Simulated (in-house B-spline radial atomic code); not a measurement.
Configurations of neutral rhodium, with energies counted from [Kr] 4d8 5s1. Computed with an all-electron radial atomic-structure program (B-spline basis): scalar-relativistic (X2C) PBE0, spin-polarised, spherical fractional occupations, exact exchange averaged over the configuration, Fermi nucleus of rms radius 4.4945 fm. Shells without spins written out take the highest spin.

Occupations are held fixed; configurations that lie above the ionisation limit could autoionise.

```
                configuration  E - E(ref) (eV)  highest orbital  its <r> (bohr)
                 [Kr] 4d8 4f1           6.5917            4f up           16.87
             [Kr] 4d7 5s1 6s1           7.0016            6s up           8.379
                 [Kr] 4d8 6f1           7.0829            6f up           43.36
    [Ar] 3d10 4s2 4p5 4d9 5s1           45.903            5s up           3.264
[Ar] 3d10 4s2 4p5 4d8 5s1 5p1           51.161            5p up           4.092
```

**Question.** Order these further configurations by energy, lowest first.
A. [Ar] 3d10 4s2 4p5 4d8 5s2
B. [Kr] 4d7 5s1 5p1
C. [Ar] 3d10 4s2 4p5 4d8 5s1 5d1
D. [Kr] 4d7 5s1 6d1
E. [Kr] 4d7 5s1 6p1

**Answer.** B (4.6736 eV), E (7.7459 eV), D (8.5918 eV), A (48.192 eV), C (54.439 eV).
